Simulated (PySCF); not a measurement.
## Assignment exercise: C₄H₇BF₂O₂

Bonds (- single, = double, # triple, : aromatic): F1-C2, C2-F3, C2-C4, C4-C5, C5-C6, C6-O7, O7-B8, B8-O9, O9-C4. C2 carries H10; C4 carries H11; C5 carries H12, H13; C6 carries H14, H15; B8 carries H16. Stereochemistry as in FC(F)[C@H]1CCOBO1. H12, H15 are cis to C2 on the ring; H13, H14 are trans to C2 on the ring.

Computational details: NMR shieldings at PBE/pcSseg-1/GIAO, coordinates at the PBE0-D3(BJ)/def2-SVP level, B3LYP/pcJ-1 coupling constants (spin–dipole term only in couplings to heteroatoms), in PySCF (single conformer, in vacuum, no relativistic terms).

δ = σ(ref) − σ, references computed at the same level: TMS for ¹³C (σ = 180.03 ppm), ¹H (σ = 31.20 ppm).

Q: Assign these signals to the numbered atoms. ¹³C{¹H} NMR (computed): δ 125.2 (CH, dd, J = 314.3, 294.7 Hz), 74.8 (CH, dd, J = 30.9, 22.2 Hz), 64.2 (CH2), 30.6 (CH2, d, J = 4.7 Hz).

A: 
125.2 → C2, sp3 CH bonded to 2 F: 2 electronegative neighbours deshield it
74.8 → C4, sp3 CH bonded to O: pulled downfield by the heteroatom
64.2 → C6, sp3 CH2 bonded to O: the inductive effect lowers its shielding
30.6 → C5, sp3 CH2 in a ring: saturated and bonded to C and H only

Q: Assign these signals to the numbered atoms. ¹H NMR (400 MHz, computed): δ 5.55 (td, J = 64.0, 7.5 Hz, 1H), 4.22 (br, 1H), 4.18 (m, 1H), 4.15 (m, 1H), 3.87 (m, 1H), 1.83 (m, 1H), 1.55 (m, 1H).

A: 
5.55 → H10, hydrogen on an sp3 CH bonded to 2 F: its carbon carries F, hence the downfield position
4.22 → H16, hydrogen on a boron bonded to 2 O, in a 6-membered ring
4.18 → H14, hydrogen on an sp3 CH2 bonded to O: its carbon carries O, an electronegative neighbour
4.15 → H15, hydrogen on an sp3 CH2 bonded to O
3.87 → H11, hydrogen on an sp3 CH bonded to O: its carbon carries O, which withdraws density
1.83 → H13, hydrogen on an sp3 CH2 in a ring
1.55 → H12, hydrogen on an sp3 CH2 in a ring

H16 and H14; H14 and H15 lie closer than the usual error of such a calculation, so a measured spectrum could show them in the other order.

Hydrogens on boron are broadened and split by ¹¹B (spin 3/2, 80 %) and 10B (spin 3). C–F couplings over four or more bonds (about 3 Hz to the para carbon of a fluoroarene) are left out. Common functionals overestimate the size of one-bond C–F couplings by tens of Hz; these are unscaled. Multiplet labels drop couplings under 1 Hz and merge nearly equal ones. Unscaled 3J(H,H) at this level run about 10 % above measured values. Shifts are as computed. Against solution values, carbons near 30 ppm lie about +2 ppm off and those near 130 ppm about +2 ppm. Of 1313 compounds with measured shifts, 239 miss one by over three times the rms of a fit or turn the order of signals round; such compounds aren't used in these exercises. Vicinal couplings across rotatable single bonds and in flexible rings belong to the one computed conformer; a conformer average would change them.
